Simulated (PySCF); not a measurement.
Vertical excitations of a molecule H₉NSi₃ from PySCF 2.14.0 with TDA-PBE0/def2-SVPD, as energy in eV (oscillator strength): 5.74 (0.001), 6.69 (0.025), 6.81 (0.013), 6.91 (0.013), 7.02 (0.018), 7.31 (0.007), 7.37 (0.009), 7.54 (0.035), 7.56 (0.025), 7.66 (0.010). Lowest triplet (TDA): 5.40 eV. Geometry optimised at PBE0-D3(BJ)/def2-SVP. One conformer was computed; it need not be the lowest.

**Question.** Identify the compound among the candidates.
A) N[SiH]([SiH3])[SiH3]
B) [SiH3]N[SiH2][SiH3]
C) N[SiH2][SiH2][SiH3]
D) [SiH3]N([SiH3])[SiH3]

**Answer.** B, [SiH3]N[SiH2][SiH3]
